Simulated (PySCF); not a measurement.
The same groups moved round the core (benzothiophene boryl+boryl). Isolated molecules, 0 K electronic values unless said otherwise. One relaxed conformer stands for each flexible species; it need not be the lowest. Strings in code marks are SMILES.

The HOMO–LUMO gap from two functionals at the same geometries (PBE0-D4/def2-SVP), both in PySCF: PBE-D3(BJ)/def2-TZVP and B3LYP-D3(BJ)/def2-TZVP. B3LYP has the VWN-RPA correlation part, as in Gaussian. 

```tsv
species	PBE-D3(BJ)/def2-TZVP (eV)
`Bc1cc(B)c2ccsc2c1`	2.75
`Bc1cc(B)c2sccc2c1`	2.71
`Bc1cc2c(B)cccc2s1`	2.45
`Bc1cc2cccc(B)c2s1`	2.55
`Bc1ccc(B)c2sccc12`	2.13
`Bc1ccc2c(B)csc2c1`	2.97
`s1c(cc2ccc(B)cc12)B`	2.31
`c12c(cc(B)s1)cc(B)cc2`	2.66
`c1cc2c(c(B)cs2)cc1B`	2.98
`Bc1csc2c(B)cccc12`	2.94
```

What does B3LYP-D3(BJ)/def2-TZVP give for each?


- `Bc1cc(B)c2ccsc2c1`: 4.05
- `Bc1cc(B)c2sccc2c1`: 4.05
- `Bc1cc2c(B)cccc2s1`: 3.73
- `Bc1cc2cccc(B)c2s1`: 3.87
- `Bc1ccc(B)c2sccc12`: 3.44
- `Bc1ccc2c(B)csc2c1`: 4.27
- `s1c(cc2ccc(B)cc12)B`: 3.59
- `c12c(cc(B)s1)cc(B)cc2`: 3.98
- `c1cc2c(c(B)cs2)cc1B`: 4.31
- `Bc1csc2c(B)cccc12`: 4.26
Over these rows, drawn at random from the members with no instability flagged (it was tested for open shells, ions and some series alone), PBE minus B3LYP-D3(BJ): mean -1.31 eV, from -1.34 eV to -1.27 eV.
